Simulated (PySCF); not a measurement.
Computed shifts of a molecule C3H8O2Si, PBE0/pcSseg-1 (PySCF), GIAO, gas phase, equivalent atoms averaged, in ppm (number of nuclei): ²⁹Si: -22.2 (1). ¹³C: 147.8 (1), 145.5 (1), 54.6 (1). ¹H: 6.66 (1), 6.53 (1), 6.45 (1), 4.97 (1), 4.02 (3), 1.52 (1). References: ²⁹Si against TMS (σ = 352.7 ppm); ¹⁷O against H2O (σ = 334.2 ppm); ¹³C against TMS (σ = 186.3 ppm); ¹H against TMS (σ = 31.56 ppm), references at their B3LYP-D3(BJ)/def2-TZVP geometries, non-relativistic. The structure is a stationary point at PBE0-D3(BJ)/def2-SVP. Other conformers were not sampled.

Q: Pick the molecule that these values belong to.
(A) C=C[SiH](O)OC
(B) O[C@H]1C[C@@]1(O)[SiH3]
(C) CC[Si@H](O)C=O
(D) C[Si]1(C)OCO1

A: A, C=C[SiH](O)OC
